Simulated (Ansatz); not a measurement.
Steps of a relaxation of CH5AlBFOS (`BC[O][Al]([F])[SH]`) with RKS PBE-D4/def2-SVP.

```sh
$ ansatz run in.yaml --threads 4 --pin off --events-out ev --progress --plain --max-ram 10444MiB
```

```yaml
crystal:
  periodic: [false, false, false]
  atoms:
    - {symbol: B, position_ang: [1.235700, -1.852000, -0.975400]}
    - {symbol: C, position_ang: [0.668700, -0.360800, -0.598400]}
    - {symbol: O, position_ang: [-0.641500, -0.469000, -0.047700]}
    - {symbol: Al, position_ang: [-1.158400, 1.221400, 0.437900]}
    - {symbol: F, position_ang: [-2.169900, 2.183400, -0.759300]}
    - {symbol: S, position_ang: [-0.779800, 2.059200, 2.498700]}
    - {symbol: H, position_ang: [1.336300, -2.632800, -0.149400]}
    - {symbol: H, position_ang: [1.492500, -2.044400, -2.116400]}
    - {symbol: H, position_ang: [1.399200, 0.087700, 0.174800]}
    - {symbol: H, position_ang: [0.650600, 0.258300, -1.501800]}
    - {symbol: H, position_ang: [-1.967900, 1.492000, 3.057500]}
basis:
  gaussian: {orbitals: def2-SVP}
hamiltonian: {xc: pbe, dispersion: d4}
relax: {f_tol: 0.03, max_steps: 200}
```

Positions (Å) and forces (eV/Å) along the path, 13 of 44 steps:

```xyz
11
step=1 energy=-23966.8763 eV
B     1.236   -1.852   -0.975   -0.863    2.542   -0.509
C     0.669   -0.361   -0.598    1.157   -1.000    0.577
O    -0.641   -0.469   -0.048   -1.083    1.802    0.754
Al   -1.158    1.221    0.438   -1.596   -0.098   -1.590
F    -2.170    2.183   -0.759    1.851   -1.652    2.028
S    -0.780    2.059    2.499   -1.035   -0.613   -0.083
H     1.336   -2.633   -0.149    0.122   -1.425    1.369
H     1.492   -2.044   -2.116    0.353   -0.341   -0.640
H     1.399    0.088    0.175   -0.228   -0.195   -0.709
H     0.651    0.258   -1.502    0.222    0.539   -0.489
H    -1.968    1.492    3.058    1.101    0.441   -0.708
11
step=4 energy=-23967.7291 eV
B     1.187   -1.772   -0.959   -0.004   -0.529   -0.016
C     0.667   -0.336   -0.659   -0.337   -0.017   -0.081
O    -0.618   -0.353   -0.005    0.263    0.267   -0.012
Al   -1.243    1.171    0.499   -0.157    0.168   -0.018
F    -2.203    2.012   -0.595    0.063   -0.095    0.169
S    -0.747    2.075    2.447   -0.153   -0.068   -0.087
H     0.870   -2.647   -0.158    0.095    0.083   -0.240
H     1.879   -2.039   -1.939    0.000    0.140    0.325
H     1.467    0.107    0.003    0.098   -0.016   -0.096
H     0.639    0.300   -1.577    0.055    0.042    0.022
H    -1.834    1.424    2.964    0.077    0.026    0.034
11
step=11 energy=-23968.0349 eV
B     1.056   -1.800   -0.779   -0.079   -0.011   -0.117
C     0.771   -0.269   -0.801    0.063   -0.065    0.038
O    -0.434    0.195   -0.271   -0.094    0.087   -0.003
Al   -1.398    1.382    0.444    0.015   -0.070   -0.042
F    -2.697    1.954   -0.446    0.086    0.000    0.053
S    -1.063    2.150    2.476   -0.200   -0.842    0.359
H     0.342   -2.599   -0.195    0.058    0.068   -0.009
H     2.062   -2.184   -1.353   -0.020    0.010    0.076
H     1.665    0.123   -0.229   -0.009    0.020   -0.015
H     0.946    0.142   -1.830   -0.003   -0.049    0.055
H    -1.184    0.850    3.004    0.185    0.852   -0.394
11
step=13 energy=-23968.1352 eV
B     1.050   -1.796   -0.744   -0.079    0.140    0.049
C     0.742   -0.272   -0.784    0.012   -0.045    0.009
O    -0.491    0.176   -0.295   -0.034    0.031    0.005
Al   -1.453    1.369    0.411   -0.029    0.061   -0.025
F    -2.655    2.115   -0.483    0.078   -0.053   -0.037
S    -1.268    2.030    2.485    0.005   -0.297    0.144
H     0.321   -2.586   -0.182   -0.034   -0.085    0.014
H     2.092   -2.162   -1.247    0.069   -0.054   -0.034
H     1.613    0.160   -0.207   -0.017    0.019   -0.008
H     0.929    0.112   -1.820    0.006    0.019   -0.016
H    -0.814    0.796    2.888    0.021    0.265   -0.100
11
step=17 energy=-23968.1894 eV
B     1.020   -1.780   -0.698    0.015   -0.009    0.027
C     0.780   -0.244   -0.757    0.021   -0.018    0.018
O    -0.387    0.263   -0.187    0.035    0.006   -0.018
Al   -1.488    1.369    0.426    0.033   -0.011    0.038
F    -2.589    2.150   -0.559   -0.027    0.004   -0.031
S    -1.555    1.779    2.563   -0.106    0.085    0.029
H     0.219   -2.556   -0.213   -0.004    0.014   -0.005
H     2.064   -2.199   -1.166   -0.007   -0.005   -0.025
H     1.698    0.248   -0.328   -0.035   -0.021   -0.028
H     0.856    0.024   -1.848    0.011    0.011   -0.020
H    -0.552    0.889    2.788    0.063   -0.057    0.017
11
step=23 energy=-23968.2547 eV
B     0.925   -1.740   -0.764    0.105   -0.026    0.173
C     0.930   -0.183   -0.726    0.014    0.011   -0.083
O     0.088    0.468    0.191   -0.012    0.022   -0.048
Al   -1.378    1.264    0.480   -0.026    0.010    0.031
F    -2.449    1.748   -0.718    0.131   -0.077    0.040
S    -1.884    1.725    2.553    0.020   -0.027   -0.070
H     0.144   -2.399   -0.095    0.026    0.026   -0.106
H     1.744   -2.295   -1.481   -0.119    0.043    0.014
H     1.990    0.172   -0.597   -0.143   -0.048   -0.009
H     0.712    0.101   -1.798    0.009    0.052    0.047
H    -0.757    1.081    2.975   -0.004    0.014    0.010
11
step=26 energy=-23968.2670 eV
B     0.904   -1.725   -0.768   -0.008    0.030    0.029
C     0.945   -0.167   -0.722   -0.019   -0.001    0.040
O     0.154    0.487    0.244   -0.015    0.022   -0.046
Al   -1.349    1.236    0.495    0.132   -0.089    0.097
F    -2.385    1.627   -0.758   -0.030    0.010   -0.063
S    -1.920    1.721    2.542    0.000   -0.005   -0.051
H     0.126   -2.376   -0.090    0.031    0.038   -0.036
H     1.663   -2.297   -1.532   -0.023    0.024    0.006
H     2.015    0.162   -0.622   -0.087   -0.037   -0.004
H     0.696    0.151   -1.775    0.012   -0.001    0.027
H    -0.784    1.125    3.007    0.006    0.009    0.003
11
step=31 energy=-23968.2840 eV
B     0.792   -1.658   -0.852   -0.114    0.004    0.026
C     1.025   -0.130   -0.669    0.170   -0.012   -0.037
O     0.270    0.555    0.302   -0.054    0.068   -0.008
Al   -1.336    1.071    0.527   -0.046   -0.032   -0.073
F    -2.444    1.134   -0.733    0.098   -0.011    0.091
S    -1.949    1.727    2.510    0.061   -0.016    0.030
H    -0.103   -2.254   -0.265    0.094    0.067   -0.052
H     1.505   -2.259   -1.634    0.018   -0.020   -0.007
H     2.123    0.038   -0.478   -0.164   -0.031   -0.016
H     0.901    0.309   -1.702    0.001   -0.041    0.079
H    -0.718    1.410    3.014   -0.064    0.023   -0.033
11
step=40 energy=-23968.3023 eV
B     0.649   -1.539   -0.923   -0.013    0.005   -0.016
C     1.114   -0.087   -0.624   -0.017    0.016   -0.017
O     0.375    0.698    0.288    0.024    0.002   -0.001
Al   -1.299    0.885    0.563   -0.035   -0.006   -0.008
F    -2.432    0.563   -0.628    0.018    0.006    0.023
S    -1.960    1.656    2.489   -0.006   -0.003   -0.004
H    -0.384   -1.985   -0.452   -0.008   -0.006    0.013
H     1.311   -2.228   -1.676    0.017   -0.014    0.002
H     2.190   -0.104   -0.315    0.014   -0.011    0.003
H     1.175    0.401   -1.639    0.004    0.009    0.011
H    -0.672    1.683    2.938    0.002    0.002   -0.004
11
step=41 energy=-23968.3018 eV rejected
B     0.621   -1.516   -0.941    0.100   -0.031    0.126
C     1.121   -0.077   -0.626   -0.032    0.018   -0.135
O     0.387    0.721    0.278   -0.024    0.020    0.040
Al   -1.292    0.866    0.564   -0.004   -0.001    0.017
F    -2.425    0.488   -0.610    0.012    0.008    0.003
S    -1.964    1.649    2.483    0.034   -0.014   -0.016
H    -0.401   -1.959   -0.440   -0.034    0.017   -0.031
H     1.274   -2.218   -1.688   -0.011    0.001   -0.044
H     2.190   -0.140   -0.292   -0.026   -0.024    0.002
H     1.225    0.426   -1.630    0.007   -0.002    0.044
H    -0.672    1.702    2.923   -0.021    0.008   -0.004
11
step=42 energy=-23968.3031 eV
B     0.637   -1.530   -0.931   -0.017    0.001   -0.008
C     1.111   -0.080   -0.634    0.004   -0.001   -0.002
O     0.383    0.710    0.283    0.001   -0.002   -0.003
Al   -1.294    0.875    0.567    0.006    0.006    0.007
F    -2.422    0.532   -0.621   -0.015   -0.005   -0.009
S    -1.966    1.650    2.488    0.005   -0.005   -0.004
H    -0.384   -1.981   -0.436    0.007    0.000    0.005
H     1.294   -2.222   -1.686   -0.003   -0.002   -0.003
H     2.182   -0.138   -0.308    0.010    0.008    0.005
H     1.203    0.427   -1.636    0.003   -0.002    0.012
H    -0.678    1.700    2.935    0.000    0.002   -0.002
11
step=43 energy=-23968.3035 eV
B     0.622   -1.518   -0.938    0.006    0.005    0.006
C     1.114   -0.074   -0.636    0.040    0.005   -0.037
O     0.389    0.723    0.278   -0.016    0.004    0.012
Al   -1.290    0.862    0.566    0.012    0.008    0.013
F    -2.418    0.487   -0.613   -0.010   -0.002   -0.007
S    -1.967    1.643    2.483    0.005   -0.005   -0.004
H    -0.389   -1.967   -0.421    0.003    0.002   -0.002
H     1.264   -2.213   -1.704   -0.004    0.000   -0.004
H     2.180   -0.162   -0.291   -0.029    0.001   -0.007
H     1.238    0.444   -1.628   -0.003   -0.021    0.034
H    -0.678    1.717    2.925   -0.004    0.002   -0.005
11
step=44 energy=-23968.3036 eV
B     0.622   -1.517   -0.939    0.004    0.003    0.007
C     1.115   -0.074   -0.635    0.029   -0.001   -0.029
O     0.389    0.722    0.279   -0.013    0.005    0.009
Al   -1.290    0.861    0.567    0.004    0.005    0.008
F    -2.418    0.484   -0.612   -0.005   -0.002   -0.006
S    -1.967    1.641    2.483    0.007   -0.004   -0.005
H    -0.388   -1.966   -0.419    0.000    0.000   -0.002
H     1.260   -2.211   -1.709   -0.002    0.001   -0.002
H     2.179   -0.165   -0.288   -0.020    0.000   -0.005
H     1.242    0.445   -1.625   -0.002   -0.009    0.022
H    -0.677    1.721    2.919   -0.001    0.003    0.002
```

It took 75 s on 4 threads of an Arm Neoverse V1 on a shared host, with 0.21 GiB of host memory at the peak.
